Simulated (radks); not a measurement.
The numbers below are computed, except where a source is named.
Problem. The mean radii <r> (bohr) of the occupied orbitals of an atom or ion are listed with their occupations. Code: a radial shooting solver on a logarithmic mesh with Libxc functionals. Model: non-relativistic Kohn-Sham, PBE, spin-unpolarised, spherical densities, point nucleus.

orbital  occ.      <r>
1s          2  0.02408
2s          2   0.1014
2p          6  0.08598
3s          2   0.2431
3p          5   0.2306

Name the element and its charge.

Solution. Z = 63, europium, charge +46: Eu46+ in [Ne] 3s2 3p5. The 1s radius gives Z: for a bare nucleus <r> = 1.5/Z, 0.02381 bohr for Z = 63, and screening makes it slightly larger (0.02408 here). The occupations add up to 17, and the charge is Z minus that.
